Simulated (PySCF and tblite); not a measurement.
3 regioisomers of C6H9NOS:

| isomer | SMILES |
| --- | --- |
| A | [N:1]#[C:2][C@@H:3]1[CH2:4][CH2:5][CH2:6][S@:7](=[O:8])[CH2:9]1 |
| B | [N:1]#[C:2][C@H:3]1[CH2:4][CH2:5][S@:6](=[O:7])[CH2:8][CH2:9]1 |
| C | [N:1]#[C:2][C@H:3]1[CH2:4][CH2:5][CH2:6][CH2:7][S@@:8]1=[O:9] |

Computed spectrum of one of them (conformer average at 298.15 K; GFN1-xTB geometries, energies B3LYP/pcSseg-1 (D3(BJ) added where defined), GIAO shieldings B3LYP/pcSseg-1; references on GFN2-xTB geometries), in ppm: ¹H (against TMS): 3.20 (2H), 2.77 (1H), 2.69 (2H), 2.54 (2H), 1.76 (2H). ¹³C (against TMS): 125.4 (1C), 49.4 (2C), 29.7 (1C), 22.2 (2C). ¹⁵N (against NH3): 305.7 (1N). Of the H, only those on carbon are given.

Problem. Which isomer is it?

Solution. B. It shows 4 carbon signals, which only B gives by symmetry. Assigned: ¹H (against TMS): 3.20 (H4a/H9a, 2H), 2.77 (H3, 1H), 2.69 (H5b/H8b, 2H), 2.54 (H5a/H8a, 2H), 1.76 (H4b/H9b, 2H). ¹³C (against TMS): 125.4 (C2), 49.4 (C5/C8), 29.7 (C3), 22.2 (C4/C9). ¹⁵N (against NH3): 305.7 (N1). For comparison, at another level (GFN2-xTB geometries, energies PBE0/pcSseg-1 (IEF-PCM, acetonitrile) (D3(BJ) added where defined), GIAO shieldings PBE0/pcSseg-1 (IEF-PCM, acetonitrile)) the isomers give: A: ¹H (against TMS): 3.19 (H3, 1H), 3.04 (H9a, 1H), 2.99 (H6a, 1H), 2.87 (H6b, 1H), 2.86 (H9b, 1H), 2.72 (H5a, 1H), 2.04 (H4a, 1H), 2.01 (H4b, 1H), 1.83 (H5b, 1H). ¹³C (against TMS): 131.6 (C2), 58.6 (C6), 56.7 (C9), 33.8 (C4), 24.6 (C3), 19.6 (C5). ¹⁵N (against NH3): 282.3 (N1). B: ¹H (against TMS): 3.11 (H3, 1H), 2.95 (H4a/H9a, 2H), 2.91 (H5a/H8a, 2H), 2.79 (H5b/H8b, 2H), 2.06 (H4b/H9b, 2H). ¹³C (against TMS): 132.1 (C2), 51.9 (C5/C8), 28.0 (C3), 21.7 (C4/C9). ¹⁵N (against NH3): 283.9 (N1). C: ¹H (against TMS): 3.74 (H3, 1H), 3.06 (H7a, 1H), 3.05 (H7b, 1H), 2.65 (H4a, 1H), 2.46 (H6a, 1H), 2.12 (H4b, 1H), 1.88 (H5a, 1H), 1.85 (H6b, 1H), 1.75 (H5b, 1H). ¹³C (against TMS): 127.6 (C2), 53.9 (C7), 49.3 (C3), 26.7 (C5), 23.3 (C4), 19.2 (C6). ¹⁵N (against NH3): 300.1 (N1).

Unscaled ¹⁵N shifts at such levels can be off by tens of ppm; differences between conformers or isomers are more reliable. Shifts are unscaled: against experiment ¹³C can be off by 15 ppm or more and ¹H by 0.8 ppm.


¹⁵N shifts are against a computed isolated NH3 molecule, about 20 ppm from the liquid.